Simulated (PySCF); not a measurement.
Trend along the fourth-period p block: MI molecules

MP2 with double-zeta basis sets in PySCF, for the lowest determinant that a PBE0 search found; no spin–orbit coupling. De refers to high-spin ground-configuration atoms.

| M | basis | reference, frozen orbitals | state (unpaired electrons) | Re (Å) | ωe (cm⁻¹) | De (eV) |
| --- | --- | --- | --- | --- | --- | --- |
| Ga | def2-SVP | RHF, 13 | singlet (closed shell) | 2.580 | 226 | 3.61 |
| Ge | cc-pVDZ-PP | UHF, 8 | doublet (π ↑) | 2.553 | 245 | 2.75 |
| As | def2-SVP | UHF, 13 | triplet (π ↑↑) | 2.524 | 252 | 1.77 |
| Se | cc-pVDZ-PP | UHF, 8 | doublet (π ↑) | 2.487 | 276 | 1.64 |
| Br | def2-SVP | RHF, 13 | singlet (closed shell) | 2.506 | 271 | 1.73 |

Q: By what factor does the well depth vary along the series?

A: At MP2 it runs from 1.64 eV (SeI) to 3.61 eV (GaI), a factor of 2.20.

The rows differ in basis set, which adds steps of its own.

The state changes along the series, so neighbouring rows are not always alike in their bonding.

Correlated steps freeze the inner cores (8 to 13 orbitals); shallow outer-core shells are correlated. Correlated levels converge slowly with the basis: in double zeta they bind strong bonds too weakly, by up to about 1 eV, and carry superposition errors of some tenths. These are scalar-relativistic numbers at best; spin–orbit coupling would shift them, the dissociation energy most. Where the molecule has an RHF reference, its open-shell atoms are computed with UHF. States were picked by a PBE0 search and need not be the measured ground states.
